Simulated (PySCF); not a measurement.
Zn⁺: ionisation energy

Zn⁺ [Ar] 3d10 4s1 (2S) → Zn²⁺ [Ar] 3d10 (1S), as a difference of total energies. All numbers are calculated (PySCF 2.14, scalar relativity by spin-free X2C-1e, in aug-cc-pwCVTZ-DK (10s9p7d4f3g, 127 functions)). Correlated levels: valence: [Ar] frozen; valence and next inner shell: [Ne] frozen; nothing frozen. The calculations carry no spin-orbit coupling.

```json
{"method": "UHF", "ionisation energy (eV)": "16.857", "error (eV)": "-1.107"}
{"method": "LDA", "ionisation energy (eV)": "19.028", "error (eV)": "+1.064"}
{"method": "PBE", "ionisation energy (eV)": "18.727", "error (eV)": "+0.763"}
{"method": "PBE0", "ionisation energy (eV)": "18.332", "error (eV)": "+0.368"}
{"method": "r2SCAN", "ionisation energy (eV)": "18.537", "error (eV)": "+0.573"}
{"method": "B2PLYP", "ionisation energy (eV)": "18.317", "error (eV)": "+0.353"}
{"method": "r2SCANh", "ionisation energy (eV)": "18.425", "error (eV)": "+0.461"}
{"method": "revPBE", "ionisation energy (eV)": "18.573", "error (eV)": "+0.609"}
{"method": "MP2 (valence)", "ionisation energy (eV)": "17.914", "error (eV)": "-0.050"}
{"method": "SCS-MP2 (valence)", "ionisation energy (eV)": "17.745", "error (eV)": "-0.219"}
{"method": "MP2 (valence and next inner shell)", "ionisation energy (eV)": "18.007", "error (eV)": "+0.043"}
{"method": "SCS-MP2 (valence and next inner shell)", "ionisation energy (eV)": "17.801", "error (eV)": "-0.163"}
{"method": "MP2 (all electrons)", "ionisation energy (eV)": "18.004", "error (eV)": "+0.040"}
{"method": "SCS-MP2 (all electrons)", "ionisation energy (eV)": "17.799", "error (eV)": "-0.165"}
```

Reference: 17.964 eV (measured; NIST Atomic Spectra Database, ionization energies).

Errors of the correlated levels include the incompleteness of this basis and the frozen core.
